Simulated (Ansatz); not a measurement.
A nudged elastic band was laid between two geometries of GaH3O + H2 (7 atoms, charge 0, multiplicity 1).

These are results of Ansatz, RKS PBE0/def2-SVP, not measurements.

```yaml
movable_images: 7
climbing_image: yes
spring: 5.0 eV/Å²
optimiser: quadratic models (default)
start_path: through a guess of the saddle point
force_threshold: 0.5 eV/Å
iteration_limit: 60
end_points: relaxed
```

First end point:

```xyz
7
Properties=species:S:1:pos:R:3
Ga -0.048 -0.212 0.153
O -0.034 -0.668 1.885
H -0.904 -0.732 2.292
H 1.372 -0.163 -0.486
H -1.436 0.027 -0.538
H 0.105 2.471 0.593
H 0.184 2.140 1.276
```

Last end point:

```xyz
7
Properties=species:S:1:pos:R:3
Ga 0.010 0.494 -0.215
O -0.002 0.090 1.930
H -0.869 -0.245 2.188
H 1.353 -0.216 -0.622
H -1.368 -0.237 -0.478
H -0.010 2.070 -0.058
H 0.126 0.906 2.430
```

Q: Which bonds break or form, and what moves?

A: Bonds broken: H6–H7. Bonds formed: Ga1–H6, O2–H7. GaH3O + H2 becomes GaH5O.

Q: What energy profile does the band end with?

A: The forces met the threshold. The highest image is number 4 of 0 to 8, 73.5 kJ/mol above the first end and 99.1 kJ/mol above the last; the last end lies 25.5 kJ/mol below the first. The threshold of 0.5 eV/Å is loose, so the images may lie well off the minimum-energy path. Another band between the same ends (7 images) ends at a top of the same energy, where a vibrational analysis finds 1 clearly imaginary mode. The orbitals stay closed-shell, which can raise the energy where a bond breaks towards radicals; this wasn't checked here.

```csv
image,path coordinate (Å),energy (kJ/mol),H6–H7 (Å),Ga1–H6 (Å),O2–H7 (Å)
0,0.00,0.0,0.76,2.72,2.88
1,0.38,1.3,0.76,2.60,2.51
2,0.76,9.0,0.77,2.37,2.16
3,1.15,35.1,0.80,2.09,1.77
4,1.53,73.5,0.96,1.85,1.36
5,1.90,26.2,1.35,1.69,1.05
6,2.28,-9.9,1.80,1.61,0.97
7,2.66,-22.2,2.28,1.59,0.97
8,3.04,-25.5,2.75,1.58,0.97
```

Q: What is the geometry of the highest image?

A: 
```xyz
7
Properties=species:S:1:pos:R:3
Ga 0.001 0.179 -0.019
O 0.030 -0.064 1.917
H -0.835 -0.271 2.292
H 1.409 -0.067 -0.632
H -1.425 -0.005 -0.632
H 0.041 1.859 0.761
H 0.019 1.231 1.488
```

The run took 84 s on 1 thread of Arm Neoverse V1, on a shared host, peak memory 0.14 GiB.
